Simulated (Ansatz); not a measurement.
System: sum formula HSiO2 (charge 0, doublet). It need not be the lowest isomer of its formula. 
Structure (B3LYP-D3(BJ)/def2-TZVP (Ansatz, a first-principles code) minimum search):
```xyz
4

Si    -0.3586    -0.1016    -0.1448
O     -0.5497    -0.1792     1.3687
O      1.0441     0.3150    -0.8842
H      1.0643     0.3351    -1.8479
```
Charge 0, spin multiplicity 2.

Basis-set convergence of Hartree-Fock and MP2 correlation energies (hartree) with Ansatz. Cores are frozen in the correlated levels unless marked. Open shells are spin-unrestricted. No spin-orbit coupling. No relativistic terms.

```
basis            functions       E(HF)  E(corr, MP2)
---------------  ---------  ----------  ------------
aug-cc-pV(D+d)Z         87  -439.27698      -0.48633
aug-cc-pV(T+d)Z        170           …             …
```

Problem. Complete the blanks.

Solution. 
- aug-cc-pV(T+d)Z, E(HF): -439.33553
- aug-cc-pV(T+d)Z, E(corr, MP2): -0.58862
